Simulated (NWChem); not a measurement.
System: LaCl$_{2}$ cation; SMILES [Cl][La+][Cl]

Results from NWChem. Structure relaxed at the PBE0/def2-SVP level. This spin state was assumed; another may lie lower. def2 effective core potentials on La; no spin-orbit coupling. Vertical excitations in the gas phase; the lowest state need not have the same character in each row.

Problem. Order these by “lowest excitation, singlet (eV)”, lowest first: Hartree-Fock/def2-SVP, TDHF; PBE/def2-SVP, full TDDFT; B3LYP/def2-SVP, full TDDFT.

Solution. PBE/def2-SVP, full TDDFT (3.83), B3LYP/def2-SVP, full TDDFT (4.22), Hartree-Fock/def2-SVP, TDHF (6.45)
